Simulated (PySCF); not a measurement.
## Thallium: a sound run and one with changed settings

Sound run: Tl+ [Xe] 4f14 5d10 6s2, Tl(2+) [Xe] 4f14 5d10 6s1. Calculation: PySCF 2.14, in def2-SVP with the def2 core potential (60 electrons) (4s4p2d, 26 functions); a scalar-relativistic core potential. In the sound run the correlated levels freeze 5s2 5p6 5d10 outside the core potential. The sound run starts from symmetry-adapted Hartree-Fock orbitals and uses a fine grid where one is needed.

A second run was set up differently.

```csv
species,method,sound run (hartree),changed run (hartree),converged
Tl+,UHF,-171.32998,-171.32998,yes
Tl+,BP86,-172.44122,-172.44122,yes
Tl+,M06-L,-172.41622,-172.41622,yes
Tl+,MP2,-171.34685,-171.33934,yes
Tl+,CCSD(T),-171.35491,-171.35491,yes
Tl(2+),UHF,-170.65497,-170.65497,yes
Tl(2+),BP86,-171.68198,-171.68198,yes
Tl(2+),M06-L,-171.68184,-171.68184,yes
```

Ionisation energy of Tl+:

| method | sound run (eV) | changed run (eV) |
| --- | --- | --- |
| UHF | 18.368 | 18.368 |
| BP86 | 20.660 | 20.660 |
| M06-L | 19.983 | 19.983 |
| MP2 | 18.827 | 18.623 |
| SCS-MP2 | 18.919 | 18.674 |
| CCSD | 19.047 | 19.047 |
| CCSD(T) | 19.047 | 19.047 |
| CCSDT | 19.047 | 19.047 |
| FCI | 19.047 | 19.047 |

(1) What was changed?
A. level shift left on
B. basis contracted for another Hamiltonian
C. too few SCF iterations
D. minimal basis

Answers

(1) A. It used initial guess minao, at most 50 SCF cycles, level shift 0.5 hartree. A level shift leaves the converged SCF energy unchanged but raises the virtual orbital energies, which shrinks MP2 if it is not removed.
